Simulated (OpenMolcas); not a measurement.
# Cr3+: moving the ligands

Cr3+ with 6 ligands (sulfide, chloride on the axis) in tetragonal octahedral coordination (D4h) at 2.4 Å, the axial distance 2.376 Å. A charge of +1.17 e stands 3.2 Å behind each ligand. Ligand basis ANO-RCC-VDZP.
```
Cr    0.0000    0.0000    0.0000
S     2.4000    0.0000    0.0000
S     0.0000    2.4000    0.0000
S    -2.4000    0.0000    0.0000
S     0.0000   -2.4000    0.0000
Cl    0.0000    0.0000    2.3760
Cl    0.0000    0.0000   -2.3760
```

* Program: OpenMolcas
* Method: SS-CASPT2, IPEA 0.25 Eh, imaginary shift 0.1 Eh (closed shells correlated: 3s 3p and the ligand valence shells)
* Basis: ANO-RCC-VTZP [6s5p3d2f1g]
* Scalar Hamiltonian: DKH2, point nucleus
* Active space: 3 electrons in 5 orbitals (3d)
* State averaging: 2S+1 = 4 even, 10 roots; 2S+1 = 2 even, 40 roots
* Spin-orbit coupling: state interaction with AMFI integrals over the reference wave functions

Runs around this geometry, states (labels of D4, the rotations of D4h). Energies in cm-1 above the lowest state or level, χT in cm3 K/mol.

```tsv
R (Å)	Axial / equatorial distance	Ground state	First state of that spin	First gap with spin-orbit (degeneracies)	χT at 300 K	First state of another spin
2.3	0.99	4B1	4E 11980	1 (2, 2)	1.835	2A1 9860
2.4	0.99	4B1	4E 9640	2 (2, 2)	1.823	2A1 10550
2.5	0.99	4B1	4E 7740	3 (2, 2)	1.810	2A1 10980
2.4	1.04	4B1	4E 6960	4 (2, 2)	1.808	2A1 10400
```

Taking the first state of the same spin as R^-n, n = -ln(7740 / 11980) / ln(2.5 / 2.3) = 5.2 between the shortest and longest distance.

Over all roots computed the reference weight is 0.59 to 0.61 in R = 2.3 in ratio = 0.99, 0.59 to 0.62 in R = 2.4 in ratio = 0.99, 0.60 to 0.62 in R = 2.5 in ratio = 0.99, 0.60 to 0.62 in R = 2.4 in ratio = 1.04; a low but even weight reflects the number of correlated electrons. The sulfide ions are held by bare point charges, a crude embedding. Ligand-to-metal charge-transfer states are missing. With no ligand orbital active B as a rule stays too high, so bands that hang on it stand too high and its fall with covalency is understated. With one d shell and no ligand orbital active, 10Dq can be off by a tenth or more. The least metal-like active orbital is 81 % on the metal (Löwdin) and no ligand orbital is active, so the numbers are rough (holds for R = 2.3, ratio = 0.99). The least metal-like active orbital is 84 % on the metal (Löwdin) and no ligand orbital is active, so the numbers are rough (holds for R = 2.4, ratio = 0.99; R = 2.4, ratio = 1.04). No measured value stands beside these numbers; the geometry was imposed, not optimised, and the real ion may take another.
